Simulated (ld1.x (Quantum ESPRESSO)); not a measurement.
# Transferability test, PAW potential for nickel

ld1.x (Quantum ESPRESSO) 7.5 input, shortened:

```
&input
   title='Ni', zed=28., rel=1, dft='PBE', iswitch=3,
   config='[Ar] 3d8 4s2 4p0'
 /
 &inputp
   pseudotype=3, lpaw=.true., tm=.true., lloc=-1, rcloc=2.10,
   nlcc=.false.,
   which_augfun='PSQ', rmatch_augfun_nc=.true.
 /
6
4S  1  0   2.00   0.00  2.00  2.15  0.0
4S  1  0   0.00   3.65  2.00  2.15  0.0
4P  2  1   0.00   0.00  3.00  3.80  0.0
4P  2  1   0.00   2.20  3.00  3.80  0.0
3D  3  2   8.00   0.00  1.10  1.35  0.0
3D  3  2   0.00  -0.10  1.10  1.35  0.0
 &test
   configts(1)='3d8 4s2 4p0'
 /
```

Energies are relative to the spin-unpolarised reference configuration 3d8 4s2 4p0; without spin polarisation the order of configurations can differ from experiment.

```csv
valence configuration,charge,ΔE all-electron (eV),error AE − PS (meV)
3d8 4s1 4p0,+1,9.322,+1.5
3d8 4s0 4p0,+2,26.673,+18
3d7 4s0 4p0,+3,64.140,-304
3d8 4s1 4p1,0,4.596,-0.2
3d8.5 4s1.5 4p0,0,-1.183,-20
3d9 4s0 4p0,+1,6.318,-83
```

Question: What are ΔE and the potential's error for 3d7 4s2 4p0?

Answer: ΔE = 16.120 eV all-electron; the error (AE − PS) is -148 meV.
